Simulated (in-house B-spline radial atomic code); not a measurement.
# PBE hybrid excitations of Xe⁸⁺

Method: PBE hybrid with 0 exact exchange. Computed with an all-electron radial atomic-structure program (B-spline basis): linear response of the closed shell [Kr] 4d10 with the functional's adiabatic kernel; scalar-relativistic (spin-free one-electron X2C), finite nucleus, no spin-orbit coupling, no double excitations, S, P, D and F terms only; shells from n = 2 respond. Only terms of natural parity with L up to 3 were computed.

Command:
```bash
python run_td.py task.json out
```
Settings (radii: box in bohr, nucleus in fm):
```
Z                        54
electrons                46
configuration            [Kr] 4d10
hamiltonian              x2c
method                   pbeh
box_radius               11.59
exact_exchange_fraction  0
rms_radius               4.7859
intervals                69
```

Cost of the run: 1.4 s on 1 thread of AMD EPYC 9R45 96-Core Processor (Zen 5) (shared host).

The lowest states, in the order of their Tamm-Dancoff energies; the method's threshold (minus the highest occupied level) is 167.77 eV. Labels give the largest channel, * marks a mixed state, and oscillator strengths are full-response dipole values. Semilocal kernels can invert the small singlet-triplet splittings of Rydberg terms. Energies in eV:

```csv
state,full response,Tamm-Dancoff,oscillator strength
4d → 5s 3D,53.62,53.63,-
4d → 5s 1D,?,?,-
4d → 5p 3P,70.02,70.05,-
4d → 5p 3F,70.26,70.27,-
4d → 5p 1F,70.85,70.85,-
4d → 5p 1P,72.08,72.16,0.982
4d → 4f 3P,82.22,82.27,-
4d → 4f 3F,83.43,83.47,-
4d → 4f 1F,86.51,86.58,-
4d → 5d 3S,93.73,93.76,-
4d → 5d 3D,94.70,94.71,-
4d → 5d 1D,95.38,95.40,-
4d → 5d 1S,?,?,-
4d → 4f 1P,101.46,103.47,7.39
4d → 6s 3D,107.96,107.96,-
4d → 6s 1D,108.20,108.21,-
```

(1) Where does 4d → 5s 1D lie?

(2) Where does 4d → 5d 1S lie?

(3) How large is the singlet-triplet splitting of 4d → 5s (D terms) in Tamm-Dancoff?

(4) What polarisabilities and dispersion coefficient does the method give?

Results:

(1) At 54.52 eV in full response, 54.53 eV in Tamm-Dancoff.

(2) At 100.68 eV in full response, 101.30 eV in Tamm-Dancoff.

(3) 0.893 eV, from the unrounded values.

(4) Dipole 0.8559 bohr³, quadrupole 0.8968 bohr⁵, C6 2.156 hartree·bohr⁶ for two such species.
